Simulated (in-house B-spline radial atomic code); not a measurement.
Ca¹⁷⁺. Computed with a B-spline radial atomic code. Model: all-electron spherical atom, spin shells full or empty, radial basis limit, no spin-orbit coupling: exact exchange with a local potential (Slater, KLI or optimised effective potential, whose far tail is KLI's), no correlation.

Empty minority-spin level lies below the highest occupied level: each spin potential is zero at infinity, spin occupations fixed.

The run also made RPA and GW results, which its time includes.

The Slater potential averages the orbital exchange potentials with the orbital densities as weights, KLI adds orbital constants, and the optimised effective potential minimises the exact-exchange energy among local potentials. So their energies lie above Hartree-Fock in the order OEP, KLI, Slater. All fall off as −1/r, unlike LDA and GGA exchange.

Command:
```bash
python run_gw.py task.json out
```
Settings (lengths in bohr, energies in hartree):
```
Z                      20
electrons              3
configuration          [He] 2s1
hamiltonian            nr
method                 kli
lmax                   9
spin_polarised         True
box_radius             4.58
intervals              61
ion_configuration      1s2
```

Time taken, with all properties: 2.3 s on 1 thread of Arm Neoverse N1 (shared host).

Given: hamiltonian non-relativistic; mean-field start exchange-only KLI.

Computed: energy above Hartree-Fock 0.6253 millihartree; virial ratio -E/T less 1 -0.000544.

| radius (bohr) | r times exchange potential up (hartree bohr) | r times exchange potential down (hartree bohr) |
| --- | --- | --- |
| 0.0025 | -0.045288 | -0.049079 |
| 0.00294 | -0.053221 | -0.057683 |
| 0.00345 | -0.062396 | -0.067637 |
| 0.00406 | ? | ? |
| 0.00477 | -0.086007 | -0.09328 |
| 0.0056 | -0.10073 | -0.1093 |
| 0.00658 | -0.11799 | -0.12808 |
| 0.00773 | -0.13802 | -0.14994 |
| 0.00908 | -0.16121 | -0.1753 |
| 0.0107 | -0.18852 | -0.20527 |
| 0.0125 | -0.21813 | -0.2379 |
| 0.0147 | -0.25316 | -0.27674 |
| 0.0173 | -0.29284 | -0.32108 |
| 0.0203 | -0.33611 | -0.36997 |
| 0.0239 | -0.38441 | -0.42535 |
| 0.0281 | -0.43564 | -0.48529 |
| 0.033 | -0.48851 | -0.54893 |
| 0.0388 | -0.54186 | -0.61581 |
| 0.0456 | -0.59255 | -0.68333 |
| 0.0535 | -0.63702 | -0.74852 |
| 0.0629 | -0.67258 | -0.8102 |
| 0.0739 | -0.69424 | -0.86457 |
| 0.0868 | -0.69722 | -0.90968 |
| 0.102 | -0.67515 | -0.94455 |
| 0.12 | -0.62167 | -0.96926 |
| 0.141 | -0.5522 | -0.98474 |
| 0.166 | -0.5357 | -0.99348 |
| 0.194 | -0.60866 | -0.99751 |
| 0.228 | -0.71692 | -0.99924 |
| 0.268 | -0.81356 | -0.99982 |
| 0.315 | -0.88844 | -0.99997 |
| 0.371 | -0.94148 | -1 |
| 0.436 | -0.97358 | -1 |
| 0.512 | -0.99014 | -1 |
| 0.601 | ? | ? |
| 0.706 | -0.99934 | -1 |
| 0.83 | -0.9999 | -1 |

(1) What belongs in the row 0.00406?

(2) What belongs in the row 0.601?

| occupied | level (hartree) | Hartree-Fock level (hartree) |
| --- | --- | --- |
| 1s up | -181.48 | -184.13 |
| 1s down | -183.73 | -183.74 |
| 2s up | -42.29 | -42.29 |

```json
{"empty": "2s down", "level (hartree)": "-43.027"}
{"empty": "2p down", "level (hartree)": "-42.2"}
{"empty": "2p up", "level (hartree)": "-40.973"}
{"empty": "3s down", "level (hartree)": "-18.684"}
{"empty": "3s up", "level (hartree)": "-18.512"}
{"empty": "3p down", "level (hartree)": "-18.41"}
{"empty": "3p up", "level (hartree)": "-18.16"}
{"empty": "3d down", "level (hartree)": "-18.126"}
{"empty": "3d up", "level (hartree)": "-17.999"}
{"empty": "4s down", "level (hartree)": "-10.407"}
{"empty": "4s up", "level (hartree)": "?"}
{"empty": "4p down", "level (hartree)": "?"}
{"empty": "4p up", "level (hartree)": "-10.194"}
{"empty": "4d down", "level (hartree)": "-10.183"}
```

(3) What belongs in the row 4s up?

(4) What belongs in the row 4p down?

Results:

(1) r times exchange potential up (hartree bohr): -0.073331; r times exchange potential down (hartree bohr): -0.079508.

(2) r times exchange potential up (hartree bohr): -0.99707; r times exchange potential down (hartree bohr): -1.

(3) level (hartree): -10.338.

(4) level (hartree): -10.291.

The highest level, 2s up, differs from Hartree-Fock by +0.0092 eV and the deepest, 1s down, by +0.159 eV: a local potential can match the highest level but can't give each shell its own exchange.
